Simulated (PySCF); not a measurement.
Geometry:
```csv
atom,x (Å),y (Å),z (Å)
C1,3.495,0.038,0.078
C2,2.350,0.021,0.442
Si3,0.589,-0.036,1.022
C4,-0.482,-1.298,0.084
C5,-1.177,-0.449,-0.979
C6,-1.475,0.917,-0.366
N7,-0.294,1.290,0.385
H8,4.496,0.059,-0.246
H9,0.563,-0.200,2.482
H10,-1.222,-1.739,0.753
H11,0.068,-2.119,-0.371
H12,-2.091,-0.916,-1.351
H13,-0.496,-0.309,-1.821
H14,-2.361,0.855,0.283
H15,-1.678,1.663,-1.142
H16,-0.290,2.231,0.738
```

Geometry: GFN2-xTB; GIAO shifts from PySCF, gas phase, non-relativistic, averaged over equivalent atoms.

At PBE0/pcSseg-1 (171 basis functions, 70 s wall time (63 s CPU) on 1 thread of an Intel Xeon, shared host):
| atoms | δ (ppm) |
| --- | --- |
| C1 | 100.4 |
| C2 | 91.6 |
| C6 | 50.3 |
| C5 | 28.8 |
| C4 | 14.4 |
| Si3 | -36.2 |
| N7 | 34.6 |
| H9 | 5.05 |
| H15 | 3.41 |
| H14 | 3.08 |
| H12 | 1.98 |
| H13 | 1.89 |
| H8 | 1.87 |
| H11 | 1.13 |
| H10 | 0.86 |
| H16 | 0.49 |

δ = σ(ref) − σ, references computed at the same level: $^{13}$C (186.93 ppm) and $^{29}$Si (349.16 ppm) and $^{1}$H (31.72 ppm) against TMS; $^{15}$N (267.73 ppm) vs NH3.

Task: Estimate the result of repeating the calculation with BHandHLYP/aug-cc-pVDZ.

Result: 
```tsv
atoms	δ at BHandHLYP/aug-cc-pVDZ	change
C1	89.6	-10.8
C2	85.3	-6.3
C6	45.8	-4.5
C5	27.1	-1.7
C4	13.5	-0.9
Si3	-26.8	+9.4
N7	27.2	-7.4
H9	5.16	+0.11
H15	3.47	+0.06
H14	3.07	-0.01
H12	2.10	+0.12
H13	1.81	-0.08
H8	1.99	+0.12
H11	1.12	-0.01
H10	0.81	-0.05
H16	0.54	+0.05
```

Shifts are taken against calculated references (same method and geometry level): $^{13}$C (σref 197.46) and $^{29}$Si (σref 425.94) and $^{1}$H (σref 32.08) against TMS; $^{15}$N (σref 270.04) vs NH3.

The largest change is at C1 (terminal alkyne carbon). Cost: 246 basis functions, about 100 core-seconds. The order of the carbon signals is the same at both levels.

Experimental scales use liquid or dissolved standards, which lie at an offset from isolated NH3 (liquid NH3: subtract about 20 ppm).
